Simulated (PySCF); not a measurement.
# Computed records: CH$_{5}$B$_{2}$

All values are calculated (PySCF 2.14.0). Calculation on a computer-drawn molecule: the log of a Hartree-Fock and frozen-core CCSD(T) single point meant for a local Hartree-Fock minimum, with one planted fault or none, to be diagnosed. Offsets are logged minus clean, where the clean run is the same molecule without the fault. The reference is restricted for singlets and unrestricted otherwise, and also for a bond in bohr or an excited solution. Adding or removing an electron swaps singlet and doublet. The excited solution moves the top pair (singlet) or top alpha electron (doublet) to the lowest empty orbital. Highest occupied and lowest empty are orbital energies over both spins, largest force is the largest gradient component, triples share is (T) over the correlation energy, the T1 limit is 0.02 restricted and 0.045 unrestricted, electrons count all cores, a negative frequency is imaginary (commonest isotopes), and the dipole is about the centre of nuclear charge.

```yaml
- formula: CH5B2
  logged_structure:
    atoms_angstrom:
      - [B, 0.5204, 0.6139, 0.47]
      - [C, -0.2693, -0.5247, 1.1702]
      - [B, -1.2106, -1.5187, 0.4381]
      - [H, 0.0751, 1.1405, -0.5134]
      - [H, 1.5874, 0.9722, 0.8903]
      - [H, -0.0962, -0.6814, 2.235]
      - [H, -2.3552, -0.8568, -1.4068]
      - [H, -1.3345, -2.649, 0.8261]
  given:
    meant_charge: 0
    meant_multiplicity: 2
    meant_basis: cc-pVDZ
    logged_electrons: 21
    logged_basis_functions: 67
    logged_SCF_converged: "yes"
    logged_spin_squared: 1.3307
    "logged_highest_occupied [eV]": -9.6592
    "logged_lowest_empty [eV]": -0.045821
    "logged_largest_force [hartree/bohr]": 0.02219
    logged_T1_diagnostic: 0.065178
    logged_D1_diagnostic: 0.27243
    logged_triples_share: 0.033834
    logged_CC_converged: "yes"
    "logged_dipole_magnitude [debye]": 1.396
    logged_SCF_stable_within_its_kind: "yes"
    "logged_energy_HF [hartree]": -89.96663
    "logged_energy_CCSD(T) [hartree]": -90.30287
    possible_faults: "no fault, one electron removed, one electron added, multiplicity raised by two, geometry at a saddle point, SCF held on an excited solution, minimal basis STO-3G, one bond length entered in bohr, all coordinates scaled"
    drawn_bonds_atom: [1, 2, 1, 1, 2, 3, 3]
    drawn_bonds_other_atom: [2, 3, 4, 5, 6, 7, 8]
    drawn_bonds_order: [1, 1, 1, 1, 1, 1, 1]
  results:
    planted_fault: "one bond length entered in bohr, row 6 of the drawn bonds"
    "HF_energy_offset_from_clean_run [kcal/mol]": 74.03
    "CCSD(T)_energy_offset_from_clean_run [kcal/mol]": 72.61
  notes: ["T1 above single-reference limit"]
```
